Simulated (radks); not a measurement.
Ionisation ladder of beryllium, from Be to Be3+. Each ion is in the ground configuration listed by NIST, and IE = E(next ion) - E(this ion), with E = 0 for the bare nucleus. Method: scalar-relativistic Kohn-Sham, r2SCAN, spin-polarised, spherical densities, finite nucleus; open shells are filled with parallel spins first; meta-GGA in the generalised Kohn-Sham scheme; Fermi nuclear charge, rms radius 2.519 fm; computed with a radial shooting solver on a logarithmic mesh with Libxc functionals.

| species | configuration | IE, Delta-SCF (eV) | -e(HOMO) (eV) | HOMO |
|---|---|---|---|---|
| Be | [He] 2s2 | ? | 5.747 | 2s |
| Be+ | [He] 2s1 | 18.194 | 14.621 | 2s up |
| Be2+ | [He] | 153.97 | 134.55 | 1s |
| Be3+ | 1s1 | ? | 195.27 | 1s up |

Estimate the withheld Delta-SCF values.

Answer. Be: 8.792 eV (NIST 9.323); Be3+: 217.74 eV (NIST 217.72).
